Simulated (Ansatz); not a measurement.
`C[SiH](Cl)Cl` and `NC[SiH](Cl)Cl` differ in one atom or group.

Ansatz, PBE0-D4/def2-TZVP geometries, multiplicity 1. Each molecule was computed in one conformer, which needn't be the lowest.

```csv
property,`C[SiH](Cl)Cl`
HOMO–LUMO gap (PBE/def2-TZVPP) / eV,7.06
size of the dipole moment (B3LYP/def2-TZVPP) / D,1.97
HOMO energy (ωB97M-V/def2-TZVPP) / eV,-11.07
LUMO energy (PBE/def2-TZVPP) / eV,-0.42
size of the dipole moment (PBE/def2-TZVPP) / D,1.93
HOMO–LUMO gap (ωB97M-V/def2-TZVPP) / eV,13.47
```

Problem. Give the same properties after the change, and the shifts. (Best estimate.)

Solution. Computed: 
| property | `NC[SiH](Cl)Cl` | shift |
| --- | --- | --- |
| HOMO–LUMO gap (PBE/def2-TZVPP) / eV | 4.89 | -2.17 |
| size of the dipole moment (B3LYP/def2-TZVPP) / D | 0.94 | -1.03 |
| HOMO energy (ωB97M-V/def2-TZVPP) / eV | -9.30 | 1.77 |
| LUMO energy (PBE/def2-TZVPP) / eV | -0.71 | -0.29 |
| size of the dipole moment (PBE/def2-TZVPP) / D | 0.88 | -1.05 |
| HOMO–LUMO gap (ωB97M-V/def2-TZVPP) / eV | 11.30 | -2.17 |

With PBE0 the HOMO rises by 1.85 eV and the LUMO falls by 0.34 eV, so the gap narrows by about 2.19 eV. PBE moves the HOMO by 1.88 eV and ωB97M-V by 1.77 eV. Dipoles are sizes alone; their direction can turn.

B3LYP here is the variant with VWN-RPA as its local correlation; programs differ in this.
